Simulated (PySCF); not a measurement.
Geometry:
```
atom   x (Å)   y (Å)   z (Å)
  O1   2.624   0.014  -1.055
  C2   2.471  -0.553  -0.014
  O3   1.371  -0.625   0.710
  C4   0.168   0.001   0.235
  C5   0.388   1.512   0.136
  F6  -0.771   2.118  -0.225
  F7   0.726   2.035   1.339
  C8  -1.009  -0.328   1.164
 Si9  -2.136  -0.635  -0.353
 C10  -0.372  -0.547  -1.096
 H11   3.263  -1.121   0.505
 H12   1.162   1.793  -0.590
 H13  -1.240   0.469   1.866
 H14  -0.779  -1.221   1.740
 H15  -2.767  -1.951  -0.409
 H16  -3.009   0.470  -0.717
 H17   0.065  -1.522  -1.303
 H18  -0.163   0.095  -1.947
```

No relativistic terms, fast rotation and ring inversion assumed for equivalent nuclei, no solvent, a single conformation. σ from GIAO-PBE0/pcSseg-1; structure optimised with GFN2-xTB; PySCF 2.14.0 with density-fitted response routines.

List the cross peaks expected in HSQC, COSY and HMBC spectra.

Answers



HSQC (one-bond C–H):
| δH | δC |
| --- | --- |
| 7.94 (H11) | 165.3 (C2) |
| 7.23 (H12) | 119.3 (C5) |
| 2.27 (H13/H18) | 20.6 (C8/C10) |
| 1.83 (H14/H17) | 20.6 (C8/C10) |

COSY cross peaks (H two or three bonds apart, from the bond graph; peaks can be absent where the dihedral angle is near 90°):
| δH | δH |
| --- | --- |
| 4.63 (H15) | 4.44 (H16) |
| 4.63 (H15) | 2.27 (H13/H18) |
| 4.63 (H15) | 1.83 (H14/H17) |
| 4.44 (H16) | 2.27 (H13/H18) |
| 4.44 (H16) | 1.83 (H14/H17) |
| 2.27 (H13/H18) | 1.83 (H14/H17) |

HMBC (two and three bonds, from the bond graph):
| δH | δC |
| --- | --- |
| 7.94 (H11) | 82.9 (C4) |
| 7.23 (H12) | 82.9 (C4), 20.6 (C8/C10) |
| 4.63 (H15) | 82.9 (C4), 20.6 (C8/C10) |
| 4.44 (H16) | 82.9 (C4), 20.6 (C8/C10) |
| 2.27 (H13/H18) | 119.3 (C5), 82.9 (C4), 20.6 (C8/C10) |
| 1.83 (H14/H17) | 119.3 (C5), 82.9 (C4), 20.6 (C8/C10) |

References, each an isolated molecule treated in the same way: TMS for $^{1}$H, $^{13}$C.

Short H···H contacts in this conformer between protons four or more bonds apart (candidates for NOE cross peaks, intensity ∝ r⁻⁶): H12···H18 2.55 Å.

Shifts are as computed. Against solution values, carbons near 30 ppm lie about +3 ppm off and those near 130 ppm about +5 ppm. Of 1309 compounds with measured shifts, 239 miss one by over three times the rms of a fit or turn the order of signals round; such compounds aren't used in these exercises.
